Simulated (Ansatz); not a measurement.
C$_{3}$H$_{7}$NO (SMILES CN(C)C=O), singlet, at a GFN2-xTB geometry. Base run: B3LYP/STO-3G in Ansatz (a program for electronic structure).

Here is a job for Ansatz.
Ansatz 0.2 input:
```yaml
crystal:
  periodic: [false, false, false]
  atoms:
    - {symbol: C, position_ang: [1.70621980, -0.15511389, 0.36234485]}
    - {symbol: N, position_ang: [0.29519214, -0.13839517, 0.08832107]}
    - {symbol: C, position_ang: [-0.40719137, -1.38994871, 0.24138838]}
    - {symbol: C, position_ang: [-0.36824107, 0.96525549, -0.29228931]}
    - {symbol: O, position_ang: [-1.55053760, 1.02463096, -0.53231672]}
    - {symbol: H, position_ang: [2.12507724, 0.83840987, 0.21427357]}
    - {symbol: H, position_ang: [1.88991505, -0.46601421, 1.39467431]}
    - {symbol: H, position_ang: [2.21531935, -0.85647680, -0.30474944]}
    - {symbol: H, position_ang: [-1.45428085, -1.21573989, 0.00086600]}
    - {symbol: H, position_ang: [0.00269292, -2.14325488, -0.43519174]}
    - {symbol: H, position_ang: [-0.32356301, -1.75177039, 1.26867964]}
    - {symbol: H, position_ang: [0.29807100, 1.84540742, -0.36692966]}
basis:
  gaussian:
    orbitals: STO-3G
hamiltonian:
  xc: b3lyp
```

Variants of this job, named by their change:

```
change                                        ΔE vs base (eV)
--------------------------------------------  ---------------
base                                                     0.00
occupation = up:A':16 A'':4 down:A':16 A'':4             0.00
occupation = up:A':15 A'':5 down:A':15 A'':5            15.41
symmetry_tolerance_ang = 0.01                            0.00
occupation = up:A':17 A'':3 down:A':17 A'':3            25.22
```
